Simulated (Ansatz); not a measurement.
Relaxation of C$_{2}$H$_{7}$BO (11 atoms, charge 0, multiplicity 1), to a largest force component of 0.015 eV/Å in at most 40 steps.

The calculation used RKS PBE0/def2-SVP (Ansatz).

```xyz
11
Properties=species:S:1:pos:R:3
C -0.564 1.178 0.158
C -0.041 -0.071 0.714
B 0.833 -0.817 -0.377
O 0.590 -2.155 -0.810
H -1.250 1.001 -0.755
H -1.236 1.737 0.917
H 0.230 1.920 -0.145
H -0.829 -0.720 1.020
H 0.590 0.180 1.647
H 1.828 -0.285 -0.778
H -0.084 -2.026 -1.569
```

Q: Where does it end, and by what steps?

A: The run converged. The force dipped under the threshold on the way, but the program's further checks kept it going. After 17 steps the energy has fallen by 1.101 eV; H11 moved furthest, 1.10 Å.

```
step  energy less start (eV)  largest force component (eV/Å)  accepted
   0                  0.0000                           2.854       yes
   1                 -0.2873                           1.465       yes
   2                 -0.4826                           1.660       yes
   3                 -0.7367                           1.509       yes
   4                 -0.9604                           0.937       yes
   5                 -1.0688                           0.344       yes
   6                 -1.0945                           0.080       yes
   7                 -1.0977                           0.062       yes
   8                 -1.0984                           0.091       yes
   9                 -1.0988                           0.109       yes
  10                 -1.1003                           0.096       yes
  11                 -1.1010                           0.034       yes
  12                 -1.1009                           0.093        no
  13                 -1.1011                           0.008       yes
  14                 -1.1012                           0.021       yes
  15                 -1.1012                           0.011       yes
  16                 -1.1012                           0.022        no
  17                 -1.1012                           0.003       yes
```

```xyz
11
Properties=species:S:1:pos:R:3
C -0.561 1.316 0.197
C -0.152 -0.125 0.494
B 0.848 -0.757 -0.548
O 0.782 -2.040 -0.969
H -1.141 1.389 -0.737
H -1.182 1.745 1.000
H 0.322 1.964 0.079
H -1.044 -0.763 0.642
H 0.389 -0.155 1.461
H 1.769 -0.114 -1.010
H 0.036 -2.519 -0.590
```

Whether the end is a true minimum wasn't checked by a vibrational analysis.

Run time: 89 s on 1 thread of Intel(R) Xeon(R) Processor @ 2.70GHz, with other jobs on the host, peak memory 0.18 GiB.
